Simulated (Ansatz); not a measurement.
Born–Oppenheimer molecular dynamics of ClF$_{3}$H$_{2}$OW (8 atoms, charge 0, multiplicity 1). It starts at the highest image of a converged band. Of that band: The profile has 3 maxima (images 1, 3, 5) with wells between them (images 2, 4): this band takes more than one step, which may be the mechanism or a detour left from its start path. Neighbouring images differ by up to 1.2 eV, so the band resolves the path poorly. A vibrational analysis at the climbing image gives one clearly imaginary mode, 393i cm⁻¹: a first-order saddle point.

The calculation used RKS PBE0/def2-SVP in Ansatz.

```json
{"ensemble": "NVE (velocity Verlet)", "time step": "0.5 fs", "steps asked": "200", "starting velocities drawn for": "100 K", "seed": "9780"}
```

First frame:

```xyz
8
Properties=species:S:1:pos:R:3
W -0.410 -0.006 -0.089
H 1.159 0.033 1.004
F 1.804 0.267 0.184
F -0.447 1.738 0.533
F -2.233 -0.132 0.216
Cl -0.113 -2.242 0.174
O 0.302 0.236 -1.791
H 1.275 0.358 -1.789
```

**Question.** How far do the bonds stretch over the last three quarters of this one trajectory? (Pairs bonded in most of those frames.)

**Answer.** 
```csv
bond,mean (Å),spread (Å),shortest,longest
W1–H2,2.329,0.135,2.03,2.53
W1–F3,2.431,0.104,2.28,2.62
W1–F4,1.859,0.007,1.84,1.87
W1–F5,1.848,0.003,1.84,1.85
W1–Cl6,2.270,0.017,2.25,2.30
W1–O7,1.867,0.003,1.86,1.87
H2–F3,0.961,0.027,0.92,1.04
O7–H8,0.979,0.016,0.95,1.00
```

Pairs bonded in part of these frames only: W1–H2 66 %.

Mean temperature of the second half: 110 K. The conserved energy stayed within 0.068 meV per atom of its start (net change -0.028 meV per atom), so the integration is sound. A run of 0.1 ps of so small a system gives no equilibrium averages. The orbitals stay closed-shell, which can raise the energy where a bond breaks towards radicals; this wasn't checked here.

Time of the run: 2.9 min on 4 threads of AMD EPYC 9R45 96-Core Processor (Zen 5), on a shared host, peak memory 0.31 GiB.
